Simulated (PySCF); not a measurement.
CrH₂O₄, SMILES [O]=[Cr](=[O])([OH])[OH], multiplicity 1.

Geometry: B3LYP-D3(BJ)/def2-SVP. A frequency run showed that this geometry is not a minimum. The multiplicity is an assumed one; other spin states were not compared. The values are those of a single conformer.

Level of theory: PySCF with TDA-B3LYP/def2-SVPD.

Vertical excitations. The molecule is in vacuum. State labels are in the subgroup C2v.

```csv
state,symmetry,energy (eV),λ (nm),f,main pairs
S1,A2,3.31,374,0.000,HOMO−1→LUMO 99 %
S2,B2,3.34,372,0.006,HOMO→LUMO 90 %
S3,B1,3.49,355,0.002,HOMO→LUMO+1 95 %
S4,A1,4.21,294,0.004,"HOMO−1→LUMO+1 68 %, HOMO−4→LUMO 30 %"
S5,B2,4.22,294,0.000,HOMO−2→LUMO 99 %
S6,A2,4.31,287,0.000,HOMO→LUMO+2 98 %
S7,B1,4.53,274,0.001,"HOMO−5→LUMO 73 %, HOMO−3→LUMO 25 %"
S8,B1,4.72,263,0.005,"HOMO−2→LUMO+1 52 %, HOMO−3→LUMO 30 %, HOMO−5→LUMO 16 %"
S9,B2,4.79,259,0.001,HOMO−1→LUMO+2 89 %
S10,A1,4.91,253,0.017,"HOMO−4→LUMO 56 %, HOMO−1→LUMO+1 19 %"
T1,B2,2.56,485,0,HOMO→LUMO 96 %
T2,A2,3.10,400,0,HOMO−1→LUMO 98 %
T3,B1,3.11,399,0,HOMO→LUMO+1 95 %
T4,A1,3.32,373,0,HOMO−1→LUMO+1 85 %
```
Triplets are in the Tamm–Dancoff approximation.
